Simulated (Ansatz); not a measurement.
Basis-set extrapolation for CH₆AlNOSi, SMILES `N[Si]1([AlH2])CO1` (PBE0-D4/def2-TZVP geometry, frozen core, Ansatz). Multiplicity 1, RHF reference.

```json
{"": "HF", "def2-TZVPP": "-701.613267", "def2-QZVPP": "-701.638003"}
{"": "MP2 correlation", "def2-TZVPP": "-0.810604", "def2-QZVPP": "-0.870705"}
{"": "CCSD(T) correlation", "def2-TZVPP": "-0.885128", "def2-QZVPP": "not run"}
```

Energies in hartree. Use E(X) = E(∞) + A·exp(−7.88·√X) for Hartree–Fock and E(X) = E(∞) + B·X^(−2.97) for correlation, with X = 3 and 4, and add CCSD(T) minus MP2 of the smaller set to the MP2 limit.

Question: What is the CCSD(T) energy at the basis-set limit?

Answer: HF limit: -701.638003 + (-0.024736) × 0.13774 = -701.64141. MP2 limit: -0.870705 + (-0.060101) × 0.74074 = -0.91522. Higher-order term: -0.885128 − (-0.810604) = -0.07452. Total: -702.63115 hartree, 348.5 kJ/mol below CCSD(T)/def2-TZVPP.
